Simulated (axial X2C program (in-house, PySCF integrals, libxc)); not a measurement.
What spin–orbit coupling does to PbH⁺

Computed with an axial X2C code built on PySCF integrals. Spin-free means the one-electron spin-free X2C Hamiltonian; two-component (2c) means X2C with spin–orbit coupling and atomic mean-field two-electron Coulomb and Gaunt terms, so the difference of the two also holds small scalar two-electron terms. Basis: Pb dyall-cv3z [12s14p10d7f1g], H dyall-v3z [6s2p1d] (cores contracted in-house); Gaussian nuclei, density fitting, unrestricted open shells. Masses: Pb 207.977 u, H 1.008 u.

Spin-free state: M_S = 0, Λ = 0 (closed shell); fragments Pb+ + H.

```json
{"level": "PBE0", "Re (Å)": "1.824", "ωe (cm⁻¹)": "1739.4", "De (eV)": "2.531", "μ (D)": "-0.34"}
{"level": "HF", "Re (Å)": "1.808", "ωe (cm⁻¹)": "1830.4", "De (eV)": "1.620", "μ (D)": "-0.26"}
{"level": "MP2", "Re (Å)": "1.804", "ωe (cm⁻¹)": "1794.5", "De (eV)": "2.370", "μ (D)": "n/a"}
{"level": "CCSD", "Re (Å)": "1.817", "ωe (cm⁻¹)": "1739.1", "De (eV)": "2.585", "μ (D)": "n/a"}
{"level": "CCSD(T)", "Re (Å)": "1.821", "ωe (cm⁻¹)": "1718.6", "De (eV)": "2.612", "μ (D)": "n/a"}
{"level": "TPSSh", "Re (Å)": "1.830", "ωe (cm⁻¹)": "1729.0", "De (eV)": "2.729", "μ (D)": "-0.44"}
```

Correlated methods: 14 electrons correlated (number of frozen shells: Pb 5 s, 4 p, 2 d, 1 f; H none), 196 virtual spin orbitals or spinors in MP2, 90 natural virtuals in coupled cluster.

Dipoles are positive if H is the positive end and refer to the centre of mass.

Two-component determinant lowest at the distance of the search:

Ω = 0 (closed shell); fragments Pb+ + H.

```csv
level,Re (Å),ωe (cm⁻¹),De (eV),μ (D)
PBE0,1.811,1707.1,1.737,0.06
HF,1.790,1829.8,0.724,0.12
MP2,1.790,1773.7,1.549,n/a
CCSD,1.806,1705.7,1.730,n/a
CCSD(T),1.811,1675.6,1.766,n/a
TPSSh,1.820,1694.4,1.994,-0.08
```

Problem. From the two tables, how do the constants change at the CCSD(T) level (2c against spin-free)?

Solution. At the CCSD(T) level Re goes down by 0.010 Å and ωe goes down by 43.0 cm⁻¹; De changes by -0.846 eV.

Occupations by symmetry block were frozen at the best pattern of an incomplete PBE0 search. Closed shells are restricted here (equal orbitals for both partners); the stretched side of such a curve lies too high. De is counted from the lowest determinant-based energies of the atoms at the same level, without counterpoise correction. Coupled cluster ran in a truncated set of natural virtual spinors; the MP2 energy of the rest was added. (T) has no such correction and the atoms are truncated less, which lowers De at CCSD(T) by a hundredth of an eV or more. Without a current term, density functionals place determinants with orbital angular momentum somewhat too high.
